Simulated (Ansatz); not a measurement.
A barrier at the coupled-cluster level

Start structure (BH₅SeS, closed shell), relaxed at PBE0-D4/def2-TZVP:

```csv
atom,x (Å),y (Å),z (Å)
B1,-0.6518,-0.5403,-0.3724
S2,0.8357,-0.6616,-1.4547
H3,-0.9578,-1.5919,0.1187
H4,-1.5404,0.1954,-0.6985
H5,0.5272,1.7007,1.0470
Se6,-0.1285,0.5061,1.5965
H7,0.7451,0.5336,-2.0594
H8,1.1705,-0.1420,1.8228
```

The step: BH₃S ([BH2][SH]) + H₂Se → BH₃Se ([BH2][SeH]) + H₂S (still joined by a long B–S bond); bonds formed: S2–H5; dative contacts that become bonds: B1–Se6; bonds broken: H5–Se6; bonds weakened to dative contacts: B1–S2. Computed with Ansatz 0.2.0 (basis: def2-TZVPP and def2-QZVPP); correlated methods freeze the cores. Filled d shells of the heavier atoms are correlated. The def2 sets are not built for correlating such inner shells, so the correlated values are less sure here. Extrapolation: Hartree–Fock as exp(−7.88 √X), correlation as X^−2.97. Energies below are by CCSD(T) at an estimated basis limit (MP2 extrapolated from triple and quadruple zeta, plus CCSD(T) − MP2 in triple zeta).

(1) What are the electronic barrier and the energy of the step, from the start structure to the end structure? (To be estimated.)

No T1 diagnostic of these runs exceeds 0.011.

## Answers

(1) The calculation gives: Barrier 0.611 eV; step energy -0.065 eV (downhill); reverse barrier, their difference, 0.676 eV. Barrier and step energy count from the start structure, the reverse barrier from the end structure.

The saddle point: One imaginary mode of 844i cm⁻¹.
```tsv
pair	start (Å)	saddle (Å)	end (Å)
B1–Se6	2.29	2.16	2.01
S2–H5	3.45	1.71	1.35
B1–S2	1.84	1.96	2.03
H5–Se6	1.47	1.72	3.37
```

Zero-point energy (harmonic, PBE0-D4): ZPE is 1.290 eV at the start and 1.211 eV at the saddle, so the barrier goes from 0.611 to 0.531 eV.

Labels in which every atom is bracketed show which atoms are joined, not bond orders.

For scale, one of the runs: CCSD(T)/def2-TZVPP, 191 basis functions (an equivalent command: `ansatz run in.yaml --threads 4`). Hardware: 4 CPU threads, shared host. Wall time 38 s; peak host memory 2 GiB.
